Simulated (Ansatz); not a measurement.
A made-up structure of GaOF$_{2}$ (charge -1), closed shell:

O1  (0.169, 1.197, -1.197)
Ga2  (-0.136, -0.045, 0.070)
F3  (1.548, -0.635, 0.310)
F4  (-1.581, -0.518, 0.817)
(Å)

It is relaxed with PBE-D4/def2-SVPD and then PBE0-D4/def2-TZVPD (Ansatz 0.2.0). Atoms count as bonded within 1.22 times the sum of their covalent radii (H–H: 0.88 Å). The end point is not checked to be a true minimum.

(1) Does its bonding change? (Judge from chemistry; the calculation decides.)

## Answers

(1) The calculation gives: No: no bond forms or breaks.

Where it ends: The first stage lowers the energy by 0.95 eV in 6 steps. It ends as GaOF₂ ([O][Ga]([F])[F]), total charge -1:
```
atom    x (Å)    y (Å)    z (Å)
  O1  -0.0162   1.3299  -1.2902
 Ga2  -0.0014   0.1146  -0.1111
  F3   1.3674  -0.8481   0.5540
  F4  -1.3498  -0.5964   0.8474
```

Labels in which every atom is bracketed show which atoms are joined, not bond orders.

For scale, one of the runs: PBE0-D4/def2-TZVPD relaxation, 174 basis functions, launched by `ansatz run in.yaml --threads 2 --pin off --events-out ev --progress --plain --max-ram 4352MiB`. The run took about 28 s on 2 CPU threads of an Arm Neoverse V2 (shared host).
